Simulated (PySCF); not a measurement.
Cartesian coordinates (Å):
SMILES: C[C](C)O
```xyz
11

C      1.4125     0.0631    -0.0384
C     -0.0314     0.2933    -0.2958
C     -1.0552    -0.7199     0.0815
O     -0.3840     1.6208    -0.1488
H      1.7093    -0.9324    -0.3700
H      2.0217     0.8016    -0.5622
H      1.6555     0.1422     1.0339
H     -0.7422    -1.7190    -0.2231
H     -1.2286    -0.7454     1.1708
H     -2.0200    -0.5157    -0.3942
H     -1.3376     1.7114    -0.2537
```
Charge 0, spin multiplicity 2.

Task: What is the computed highest occupied spin orbital, dipole moment and total energy (PySCF with PBE-D3(BJ)/def2-TZVP // B3LYP-D3(BJ)/def2-TZVP)?

Result: 
```json
{
 "highest_occupied_spin_orbital": "-3.23 eV",
 "dipole_moment": "1.36 D",
 "total_energy": "-5266.44 eV"
}
```
